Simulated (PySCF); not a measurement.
**La²⁶⁺: fine-structure interval**

La²⁶⁺ [Ar] 3d10 4s2 4p1 [4p1/2^1, M_J = 1/2] → La²⁶⁺ [Ar] 3d10 4s2 4p1 [4p3/2^1, M_J = 3/2], as a difference of total energies. Calculation: PySCF 2.14, in an even-tempered Gaussian basis (17 s from 2.1 bohr⁻², ratio 2.8; 13 p from 2.7 bohr⁻², ratio 2.8; 8 d from 4.8 bohr⁻², ratio 2.8; 4 f from 13 bohr⁻², ratio 3); the two-component X2C-1e Hamiltonian. Correlated levels: [Ne] frozen; the 74 highest virtual spinors dropped. "Screened" scales the spin-orbit matrix elements by Boettger's factors to mimic the two-electron term; Breit and QED terms are absent.

| method | fine-structure interval (cm⁻¹) |
| --- | --- |
| GHF (screened spin-orbit) | 196820 |
| GMP2 (screened spin-orbit) | 195130 |
| GHF (bare spin-orbit) | 204360 |
